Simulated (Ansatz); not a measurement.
Correlation energies of C2H9BOSi, SMILES `BOC[SiH2]C` by basis set

Cartesian coordinates in Å:
```
B 1.647 -1.905 0.567
O 1.308 -0.662 0.201
C 0.463 0.165 1.001
Si -1.171 0.484 0.098
C -0.863 1.237 -1.581
H 1.263 -2.355 1.615
H 2.337 -2.520 -0.193
H 0.287 -0.299 1.978
H 0.989 1.110 1.174
H -1.985 1.390 0.958
H -1.886 -0.816 -0.032
H -0.380 2.212 -1.488
H -1.798 1.371 -2.129
H -0.211 0.588 -2.169
```

The species carries charge 0 and has multiplicity 1. The structure was optimised at the PBE0-D4/def2-TZVP level. It is one conformer, not always the lowest. Frozen core, restricted reference, the Gaussian-basis code of Ansatz. CBS rows extrapolate triple and quadruple zeta; past MP2 they add the triple-zeta difference.

| basis | HF (Eh) | MP2 corr. |
| --- | --- | --- |
| def2-SVP | -469.25978 | -0.65753 |
| def2-TZVPP | -469.57061 | -0.81709 |
| def2-QZVPP | -469.58858 | -0.87385 |

Task: Estimate the CCSD correlation energy and the (T) correction in each basis where they were run (hartree).

Result: 
| basis | CCSD corr. | (T) |
| --- | --- | --- |
| def2-SVP | -0.72374 | -0.01975 |
| def2-TZVPP | -0.87436 | -0.03249 |
| CBS(def2) | -0.97315 | as TZ |
